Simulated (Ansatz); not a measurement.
CH₄ClFGeO, SMILES `C[O][GeH]([F])[Cl]`, relaxed with RKS PBE0-D4/def2-TZVP in Ansatz 0.2.0 from a GFN2-xTB geometry. The force threshold is 0.005 eV/Å; the program also tests the step.

The species carries charge 0 and has multiplicity 1.

Start:

```xyz
9

C     1.189    0.032   -0.886
O     0.182    0.685   -0.130
Ge   -1.029    0.045    0.926
F    -2.271    1.242    0.744
Cl   -1.751   -1.789    0.238
H     2.099   -0.075   -0.292
H     0.868   -0.953   -1.232
H     1.396    0.664   -1.750
H    -0.683    0.149    2.383
```

| step | energy (eV) | largest force (eV/Å) | largest move (Å) |
| --- | --- | --- | --- |
| 1 | -74895.2409 | 0.948 | 0.000 |
| 2 | -74895.3137 | 0.334 | 0.072 |
| 3 | -74895.3256 | 0.180 | 0.058 |
| 4 | -74895.3304 | 0.194 | 0.066 |
| 5 (rejected) | -74895.3302 | 0.180 | 0.036 |
| 6 | -74895.3324 | 0.036 | 0.017 |
| 7 | -74895.3331 | 0.033 | 0.030 |
| 8 | -74895.3347 | 0.011 | 0.062 |
| 9 (rejected) | -74895.3143 | 0.671 | 0.197 |
| 10 | -74895.3354 | 0.032 | 0.037 |
| 11 (rejected) | -74895.3352 | 0.160 | 0.098 |
| 12 (rejected) | -74895.3346 | 0.154 | 0.048 |
| 13 | -74895.3359 | 0.009 | 0.024 |
| 14 | -74895.3365 | 0.037 | 0.049 |
| 15 | -74895.3366 | 0.050 | 0.034 |
| 16 | -74895.3369 | 0.037 | 0.016 |
| 17 | -74895.3371 | 0.005 | 0.012 |
| 18 | -74895.3372 | 0.007 | 0.015 |
| 19 | -74895.3372 | 0.008 | 0.020 |
| 20 | -74895.3372 | 0.004 | 0.007 |

End:

```xyz
9

C     1.140    0.039   -0.863
O     0.054    0.790   -0.353
Ge   -1.013    0.133    0.862
F    -2.368    1.185    0.836
Cl   -1.680   -1.805    0.274
H     1.888   -0.174   -0.091
H     0.807   -0.906   -1.303
H     1.610    0.641   -1.641
H    -0.439    0.098    2.277
```

Hardware: 4 threads of an Arm Neoverse V1 on a shared host. Wall time 91 s, peak host memory 0.61 GiB.
